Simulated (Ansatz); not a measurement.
Program: Ansatz. Geometries: PBE0-D4/def2-TZVP. ΔE: electronic, gas phase. CCSD(T)/CBS is the MP2 limit (def2-TZVPP, def2-QZVPP) plus CCSD(T) − MP2 in def2-TZVPP, frozen cores. This one scheme is used for every species, atoms too. Functionals use def2-TZVPP. No spin–orbit coupling; open shells (•) take unrestricted orbitals. Spin–orbit coupling would lower the free atoms: a little for B, C, O, S. Each species was taken in one conformer, which may not be the lowest.

`OB1OCS1` → B• + C• + 3 H• + 2 O• + S•  (atomization)

| species | BHLYP energy (Eh) |
| --- | --- |
| `OB1OCS1` | -613.49501 |
| B• | -24.65379 |
| C• | -37.84774 |
| H• | -0.49854 |
| O• | -75.07712 |
| S• | -398.12100 |

(1) Work out ΔE.

Largest T1 diagnostic among the species: 0.014.

Answers

(1) ΔE = 3 × (-0.49854) + 2 × (-75.07712) + (-24.65379) + (-37.84774) + (-398.12100) − (-613.49501) = 1.22262 Eh = +3210.0 kJ/mol. CCSD(T)/CBS gives +3379.0 kJ/mol.

From BLYP to BHLYP (50 % exact exchange), in def2-TZVPP and without D4, ΔE moves by −139.1 kJ/mol: exact exchange takes away binding that semilocal exchange gives to molecules. Leaving LDA and LC-ωPBE aside and taking each functional with its dispersion term where it has one, the values, not all of them listed here, spread over 275.6 kJ/mol, from BHLYP-D4 to PBE-D4. LDA lies +495.9 kJ/mol from PBE without D4, its usual overbinding. At CCSD(T), def2-SVP lies −185.5 kJ/mol from the extrapolated value and def2-TZVPP −97.2 kJ/mol: correlation converges slowly with the basis, and small sets miss more of it in the bonded molecule than in its fragments.

For atomizations the MP2-based limit and the directly extrapolated one differ by several kJ/mol either way, and by 10 to 25 for some Ge, Se and Sn compounds, so smaller differences from it don't rank the levels.
